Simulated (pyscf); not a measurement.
## H₃Si–O–InH₂ (SMILES [SiH3][O][InH2]), singlet

Gas-phase minimum from PySCF at ωB97X-D3(BJ)/def2-SVP, one conformer. 

```
O
Si 1 1.6440
H 2 1.4948 1 111.09
H 2 1.4951 3 107.95 1 122.08
H 2 1.5016 3 107.55 4 115.76
In 1 2.0025 2 134.63 3 -121.71
H 6 1.7071 1 111.86 2 -179.76
H 6 1.7124 7 134.83 1 179.99
```

Properties at ωB97X-D3(BJ)/def2-SVP:

```json
{
  "harmonic_wavenumbers_unscaled": "45, 97, 104, 418, 465, 561, 593, 746, 755, 968, 973, 1006, 1024, 1874, 1893, 2199, 2230, 2243 cm⁻¹",
  "zero_point_energy": "26.0 kcal/mol",
  "rotational_symmetry_number": "1",
  "Entropy of this conformer at 298 K and 1 atm, rigid rotor and harmonic oscillator, modes under 100 cm⁻¹ raised to 100": "338.4 J/(mol K)",
  "dipole_moment": "2.55 D"
}
```

Single-point totals, which compare only within one level (frozen core for MP2 and CC):

| level | total energy (hartree) |
|---|---|
| ωB97X-D3(BJ)/def2-TZVP | -558.04456 |
| PBE/def2-TZVP | -557.68549 |
| r²SCAN/def2-TZVP | -557.93382 |
| B3LYP-D3(BJ)/def2-TZVP | -558.03504 |
| PBE0-D3(BJ)/def2-TZVP | -557.72182 |
| M06-2X/def2-TZVP | -557.80111 |
| ωB97M-D3(BJ)/def2-TZVP | -558.01500 |
| HF/def2-TZVPP | -555.99978 |
| MP2/def2-TZVPP | -556.65987 |
| CCSD/def2-TZVPP | -556.68460 |
| CCSD(T)/def2-TZVPP | -556.70630 |

The lowest mode is so soft that the shape along it may change with the basis. Soft torsions are taken as harmonic, which can shift the entropy by several J/(mol K). The CCSD(T) − MP2 part came from Ansatz, without density fitting, on the same reference. The frozen core leaves the outer d or s,p core shells of the metals and heavy elements correlated in the MP2 and CC values, and def2-TZVPP describes them poorly, so these totals are far from the basis limit. Elements past Kr carry the def2 core potentials, without spin-orbit coupling.
